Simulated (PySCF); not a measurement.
## Basis and Hamiltonian dependence of the ionisation energy of Ag⁺

Ag⁺ [Kr] 4d10 (1S) → Ag²⁺ [Kr] 4d9 (2D). Calculated with PySCF 2.14 from differences of total energies of unrestricted determinants, without spin-orbit coupling. Values in eV.

```
                                                                               basis    Hamiltonian  functions     UHF     PBE    PBE0  MP2 (valence)  CCSD(T) (valence)  CCSD(T) (valence and next inner shell)
                                def2-SVP with the def2 core potential (28 electrons)            ECP         31  19.859  21.891     n/a         21.132                n/a                                     n/a
                                                            cc-pVDZ-PP with ECP28MDF            ECP         38  19.736  21.760  21.543         21.284                n/a                                     n/a
                               def2-TZVP with the def2 core potential (28 electrons)            ECP         40  19.797  21.819     n/a         21.306                n/a                                     n/a
                                                                          x2c-SVPall  spin-free X2C         53  19.814     n/a  21.716         21.358                n/a                                     n/a
                                                        aug-cc-pVDZ-PP with ECP28MDF            ECP         54  19.730  21.756  21.538         21.656             21.410                                     n/a
                             def2-TZVPPD with the def2 core potential (28 electrons)            ECP         56  19.735  21.784  21.565         21.728             21.450                                  21.330
                                                            cc-pVTZ-PP with ECP28MDF            ECP         63  19.675     n/a     n/a         21.677                n/a                                     n/a
                                                                         x2c-TZVPall  spin-free X2C         63  19.765     n/a     n/a         21.316                n/a                                     n/a
                                                                        x2c-TZVPPall  spin-free X2C         79  19.710  21.884  21.631         21.735             21.445                                  21.364
                                                        aug-cc-pVTZ-PP with ECP28MDF            ECP         88  19.671  21.729  21.506         21.806             21.527                                     n/a
                             def2-QZVPPD with the def2 core potential (28 electrons)            ECP         88  19.719  21.778  21.556         21.853             21.564                                  21.460
                   x2c-TZVPPall with one added diffuse shell each of s, p, d, f type  spin-free X2C         95  19.710  21.883  21.631         21.793             21.503                                  21.429
aug-cc-pVTZ-PP with one added diffuse shell each of s, p, d, f, g type with ECP28MDF            ECP        113  19.671  21.729  21.506         21.812                n/a                                     n/a
```

**Question.** Estimate the row for ANO-RCC-VTZP (spin-free X2C, 68 functions).

**Answer.** From the rows with the same Hamiltonian and similar size; the calculation gives UHF 19.81; PBE 22.01; PBE0 21.75; MP2 (valence) 21.78; CCSD(T) (valence) 21.55; CCSD(T) (valence and next inner shell) 21.53 (eV).

Frozen in the all-electron rows: valence: [Kr]; valence and next inner shell: [Ar] 3d10; with a core potential, the same shells as far as they lie outside it.

Between the lowest levels the reference is 21.484 eV (measured; NIST Atomic Spectra Database, ionization energies); it includes spin-orbit coupling, which these numbers lack.
